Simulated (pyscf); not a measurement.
Structures and frequencies: ωB97X-D3(BJ)/def2-SVPD in PySCF. Correlated levels are frozen-core, on RHF or UHF. ΔMP2 is the change of the MP2 total energy from the triple- to the quadruple-zeta basis.

### Question
For the elementary gas-phase step H₂C⁻–CH₂–NH₂ → H₃C–CH₂–NH⁻ (singlet surface; H–N broken, C–H formed), what barrier and reaction energy does CCSD(T)/def2-TZVPPD + ΔMP2(QZVPPD) give, measured from the reactant's lowest minimum found?

### Answer
ΔE‡ = 1.12 eV, ΔE = -0.43 eV. Zero-point energy shifts the barrier by -0.17 eV. It is a hydrogen shift, with an imaginary mode of 1813i cm⁻¹. This is the saddle that the search found; another between the same sides may lie lower. The CCSD(T) − MP2 part came from Ansatz, without density fitting, on the same reference.
